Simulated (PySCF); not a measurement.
C3H8Mg. Atoms are numbered in the order given.

```xyz
12

Mg     1.6852     0.0222     0.0000
H      3.3547     0.3710     0.0000
C     -0.3870    -0.3958     0.0000
C     -1.0883     0.1312     1.2628
C     -1.0883     0.1312    -1.2628
H     -0.4946    -1.4991     0.0000
H     -2.1704    -0.1085     1.2666
H     -1.0153     1.2312     1.3473
H     -0.6644    -0.2917     2.1907
H     -0.6644    -0.2917    -2.1907
H     -2.1704    -0.1085    -1.2666
H     -1.0153     1.2312    -1.3473
```

Coordinates come from a ωB97X-D3(BJ)/def2-SVP optimisation.

Method: PBE/pcSseg-1 (PySCF).

GIAO shieldings, no solvent; atoms alike by connectivity are averaged. δ = σ(ref) − σ: ¹H against TMS (σ = 31.49 ppm); ¹³C against TMS (σ = 182.0 ppm), references at their B3LYP-D3(BJ)/def2-TZVP geometries, non-relativistic.

| atoms | nucleus | count | δ (ppm) |
|---|---|---|---|
| H2 | ¹H | 1 | … |
| H7, H8, H9, H10, H11, H12 | ¹H | 6 | 1.60 |
| H6 | ¹H | 1 | … |
| C4, C5 | ¹³C | 2 | 27.9 |
| C3 | ¹³C | 1 | 21.5 |

Problem. What belongs in the gaps? (The exact figures need the calculation; the answer reports its results.)

Solution. 
- H2, δ (ppm): 5.26
- H6, δ (ppm): 0.61
